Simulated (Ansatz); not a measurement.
Reaction (ligand exchange at the Si–C bond): `FC[SiH2]CS` + H₂Se → `SC[SiH2][SeH]` + `CF`

Calculated with Ansatz (gas phase, PBE0-D4/def2-TZVP geometries, no zero-point term in ΔE). CBS: MP2 limit from def2 TZ/QZ plus the TZ coupled-cluster correction, frozen cores. This one scheme is used for every species. DFT in def2-TZVPP. B3LYP here is the variant with VWN-RPA as its local correlation; programs differ in this. For Se outer-core shells are correlated without core-valence functions, which leaves a few kJ/mol of doubt a bond. Scalar relativity is left out up to krypton. Each species was taken in one conformer, which may not be the lowest.

```json
{"species": "`FC[SiH2]CS`", "B3LYP energy (Eh)": "-868.08494"}
{"species": "H₂Se", "B3LYP energy (Eh)": "-2402.79026"}
{"species": "`SC[SiH2][SeH]`", "B3LYP energy (Eh)": "-3131.09484"}
{"species": "`CF`", "B3LYP energy (Eh)": "-139.80812"}
```

Task: Work out ΔE.

Result: ΔE = (-3131.09484) + (-139.80812) − (-868.08494) − (-2402.79026) = -0.02776 Eh = -72.9 kJ/mol. CCSD(T)/CBS gives -80.6 kJ/mol.

Largest T1 diagnostic among the species: 0.011.

From PBE to PBE0 (25 % exact exchange), in def2-TZVPP and without D4, ΔE moves by −4.2 kJ/mol.
